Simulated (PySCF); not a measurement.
PySCF input for C₂H₇BrGe, SMILES [CH3][GeH]([CH3])[Br], IEF-PCM-PBE0/def2-SVP. Geometry: PBE-D3(BJ)/def2-SVP.

```python
import numpy as np
from pyscf import gto, scf, dft
from pyscf.solvent import pcm

mol = gto.M(
    atom='''
    Ge    0.77762460    0.32835263   -0.00000000
    C     1.50662601   -0.47587856    1.63143864
    C     1.50662601   -0.47587856   -1.63143864
    Br   -1.53677177   -0.08228089    0.00000000
    H     0.93281214    1.87481675    0.00000000
    H     2.59838319   -0.29010559    1.68555794
    H     1.02142898   -0.03786817    2.52417165
    H     1.32553803   -1.56788977    1.62439634
    H     1.02142898   -0.03786818   -2.52417165
    H     2.59838319   -0.29010559   -1.68555794
    H     1.32553803   -1.56788977   -1.62439635
    ''',
    basis='def2-SVP',
    charge=0,
    spin=0,
    max_memory=1600,
    verbose=3,
)
mf = dft.RKS(mol, xc='pbe0').density_fit(auxbasis='def2-universal-jkfit')
mf.grids.level = 3
mf.conv_tol = 1e-9
mf.max_cycle = 100
mf.kernel()
res = {}
for name, eps in {'water': 78.355, 'ethanol': 24.852, 'dichloromethane': 8.93}.items():
    s = mf.PCM()
    s.with_solvent.method, s.with_solvent.eps, s.with_solvent.lebedev_order = 'IEF-PCM', eps, 29
    s.kernel(mf.make_rdm1())
    res[name] = (s.e_tot, eps, s.dip_moment(), s.mo_energy, s.converged)
    print(f'{name}: electrostatic solvation free energy {(s.e_tot - mf.e_tot) * 627.509474:.3f} kcal/mol')
```

Output:

```
converged SCF energy = -4730.35248377319

WARN: PCM is an experimental feature. It is still in testing.
Features and APIs may be changed in the future.

converged SCF energy = -4730.35736854049
Dipole moment(X, Y, Z, Debye):  3.67789, -0.26987, -0.00000
water: electrostatic solvation free energy -3.065 kcal/mol

WARN: PCM is an experimental feature. It is still in testing.
Features and APIs may be changed in the future.

converged SCF energy = -4730.35715569701
Dipole moment(X, Y, Z, Debye):  3.63496, -0.26903, -0.00000
ethanol: electrostatic solvation free energy -2.932 kcal/mol

WARN: PCM is an experimental feature. It is still in testing.
Features and APIs may be changed in the future.

converged SCF energy = -4730.35663311278
Dipole moment(X, Y, Z, Debye):  3.53072, -0.26681, -0.00000
dichloromethane: electrostatic solvation free energy -2.604 kcal/mol
```

The run converged.
